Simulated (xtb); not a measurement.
F4V, charge +1, singlet, geometry from GFN2-xTB (such geometries of metal compounds can be far from the true shape) (the multiplicity is a formal guess). Base run: GFN2-xTB (xtb).

Here is a job for xtb.
```
$ xtb mol.xyz --gfn 2 --chrg 1 --json

# file mol.xyz
5

V     -0.00000000    -0.00000000    -0.00000000
F      1.05787016     0.73619422    -0.92212232
F      0.75522470    -0.97142821     0.99867095
F     -0.99429019    -0.84029363    -0.90370040
F     -0.81880467     1.07552761     0.82715177
```

The base run was repeated with changes; each row names its change, and settings that it needs were set with it.

```tsv
change	ΔE vs base (kcal/mol)	HOMO-LUMO gap (eV)	G_solv (kcal/mol)	SCF cycles
base	0.000	4.21	-	15
etemp = 10000	___	___	-	15
alpb = cs2	-40.76	4.22	-40.83	14
alpb = ch2cl2	___	4.22	___	14
alpb = hexane	-33.53	4.24	-33.82	13
acc = 0.0001	0.000	4.21	-	19
etemp = 3000	-0.021	4.21	-	15
```

### Question
What belongs in the gaps?

### Answer

- etemp = 10000, ΔE vs base (kcal/mol): -25.13
- etemp = 10000, HOMO-LUMO gap (eV): 4.46
- alpb = ch2cl2, ΔE vs base (kcal/mol): -50.83
- alpb = ch2cl2, G_solv (kcal/mol): -50.85

ALPB and GBSA are two models with their own fitted parameters for each solvent, which aren't always the measured dielectric constant.
